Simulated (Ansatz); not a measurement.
Species: [W(=O)(Cl)4] (charge 0, multiplicity 1), formula Cl4OW.

Q: How many basis functions does frozen-core CCSD(T)/def2-TZVPP // TPSS-D3(BJ)/def2-SVP in Ansatz (an electronic-structure program) use, how many core orbitals are frozen, and how many electrons are correlated?

A: 255 basis functions and 21 frozen orbitals, which leaves 48 correlated electrons. Core time is of the order of minutes.
